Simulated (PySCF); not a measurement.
The complex MoCl4 (charge 0) contains Mo(IV), shell d2. The structure is a model geometry with rigid ligands and bond lengths from ionic radii, not a minimum; coordination tetrahedral, point group Td, metal–donor distances 2.24 Å.

The d shell alone is too small an active space for MoCl4 (an active orbital has only 0.64 squared overlap with the free ion's shell): its levels, fitted parameters, g values and moments show what this model gives and aren't sound predictions.

```
5

Mo    0.000    0.000    0.000
Cl    1.293    1.293    1.293
Cl   -1.293   -1.293    1.293
Cl   -1.293    1.293   -1.293
Cl    1.293   -1.293   -1.293
```

Method (PySCF 2.14, density fitting): CASSCF(2,5) with orbitals averaged over all microstates of the shell, strongly contracted NEVPT2 on the averaged canonical orbitals; basis x2c-TZVPall on the metal, x2c-SVPall elsewhere; spin-free X2C; gas phase; spin-orbit coupling by state interaction with the mean-field operator over all roots.

Which term lies lowest, and with what spin?

3A2 (S = 1, orbital degeneracy 1), with 2.0 electrons in the lower (e-type) set and 0.0 in the upper (t2-type) set, by NEVPT2.

List the excited states of the same spin.

By NEVPT2: 3T2 at 11926 cm⁻¹ (838 nm); 3T1 at 15868 cm⁻¹ (630 nm); 3T1 at 24963 cm⁻¹ (401 nm). The strongest, at 15868 cm⁻¹, has f = 1.8e-02.

Which is the lowest state of another spin?

1E at 7834 cm⁻¹ by NEVPT2; CASSCF alone puts it at 9385 cm⁻¹ above the same ground state.

Give the fitted ligand-field and repulsion parameters.

At CASSCF level (the NEVPT2 levels don't fit a ligand-field model well): orbital energies 0, 0, 10729, 10729, 10729 cm⁻¹; 10Dq = 10729 cm⁻¹; B = 542 cm⁻¹; C = 2301 cm⁻¹; B over its free-ion value at the same level 0.627; the fit misses the states by 637 cm⁻¹ rms, so splittings below that are unsure; ζ = 552 cm⁻¹ (free ion 885).

What are the magnetic parameters?

The ground multiplet follows a spin Hamiltonian with S = 1, g = 1.859, 1.859, 1.859, D = 0 (spin-orbit part alone); the lowest levels hold 99 % of the spin-free ground state. μeff is 2.66 μB at 300 K and 2.63 μB at 10 K; the spin-only value is 2.83 μB.

Charge-transfer states lie outside this active space and may come lower than some of these levels. NEVPT2 on the d shell alone tends to put d–d bands too high for such charged or covalently bound ions.

The job took 13 s on one thread of Arm Neoverse V1 (shared host), with 135 basis functions, launched as `OMP_NUM_THREADS=1 python lf_run.py task.json out`.
